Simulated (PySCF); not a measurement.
## Fine-structure interval of Mo²⁵⁺ by level of theory

Mo²⁵⁺ [Ne] 3s2 3p5 [3p1/2^2 3p3/2^3, M_J = 3/2] → Mo²⁵⁺ [Ne] 3s2 3p5 [3p1/2^1 3p3/2^4, M_J = 1/2], as a difference of total energies. Computed with PySCF 2.14 in an even-tempered Gaussian basis (19 s from 3.5 bohr⁻², ratio 2.4; 14 p from 4.5 bohr⁻², ratio 2.4; 5 d from 19 bohr⁻², ratio 2.6; 4 f from 29 bohr⁻², ratio 2.6), with the two-component X2C-1e Hamiltonian. Correlated levels: 1s2 frozen; the 56 highest virtual spinors dropped. "Screened" scales the spin-orbit matrix elements by Boettger's factors to mimic the two-electron term; Breit and QED terms are absent.

| method | fine-structure interval (cm⁻¹) |
| --- | --- |
| GHF (screened spin-orbit) | 191840 |
| GMP2 (screened spin-orbit) | 193180 |
| GHF (bare spin-orbit) | 201780 |
